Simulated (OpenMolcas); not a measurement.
# Ir6+: moving or changing the point charges

Ir6+ among 3 point charges of -2.5 e arranged as a planar triangle (D3h), 1.83 Å from the ion.
```
   1.8300    0.0000    0.0000  -2.50
  -0.9150    1.5848    0.0000  -2.50
  -0.9150   -1.5848    0.0000  -2.50
```

```json
{
  "Program": "OpenMolcas 26.06",
  "Method": "CASSCF",
  "Basis": "ANO-RCC-VDZP [7s6p4d2f]",
  "Scalar Hamiltonian": "DKH2, point nucleus",
  "Active space": "3 electrons in 5 orbitals (5d)",
  "State averaging": "2S+1 = 4 even, 10 roots; 2S+1 = 2 even, 40 roots",
  "Spin-orbit coupling": "state interaction with AMFI integrals over the reference wave functions"
}
```

Runs around this geometry, states (labels of D3, the rotations of D3h). Energies in cm-1 above the lowest state or level, χT in cm3 K/mol.

```json
{"R (Å)": "1.83", "q (e)": "-1.25", "Ground state": "4A2", "First state of that spin": "4A1 752.9", "First gap with spin-orbit (degeneracies)": "3168 (2, 2)", "χT at 300 K": "0.092", "First state of another spin": "2E 15009"}
{"R (Å)": "1.7", "q (e)": "-2.5", "Ground state": "4A2", "First state of that spin": "4A1 13706", "First gap with spin-orbit (degeneracies)": "2819 (2, 2)", "χT at 300 K": "0.667", "First state of another spin": "2A2 15015"}
{"R (Å)": "1.83", "q (e)": "-2.5", "Ground state": "4A2", "First state of that spin": "4A1 8985", "First gap with spin-orbit (degeneracies)": "3511 (2, 2)", "χT at 300 K": "0.331", "First state of another spin": "2A2 14960"}
{"R (Å)": "1.95", "q (e)": "-2.5", "Ground state": "4A2", "First state of that spin": "4A1 5793", "First gap with spin-orbit (degeneracies)": "3889 (2, 2)", "χT at 300 K": "0.174", "First state of another spin": "2A2 14951"}
```

Taking the first state of the same spin as R^-n, n = -ln(5793 / 13706) / ln(1.95 / 1.7) = 6.3 between the shortest and longest distance.

Scaling the charges by -1.25 / -2.5 = 0.50 scales the first state of the same spin by 752.9 / 8985 = 0.08; with fixed orbitals a first-order splitting would follow the charge.

Without dynamic correlation the repulsion within the d shell is too large (B by tens of per cent), so at a given field states of lower spin stand too high. Spin-orbit coupling mixes the spin-free states strongly: the lowest level takes only 24 % from its leading state, 4A1, which lies 753 cm-1 above the lowest spin-free state (figures for R = 1.83, q = -1.25; the like holds for R = 1.7, q = -2.5, R = 1.83, q = -2.5, R = 1.95, q = -2.5). The ground term spreads over less than 5000 cm-1, several times less than with real ligands, so orbital moments are less quenched and χT lies further from the spin-only value than at real sites (holds for R = 1.83, q = -1.25). This is an electrostatic model: the charges have no orbitals. No measured value stands beside these numbers.
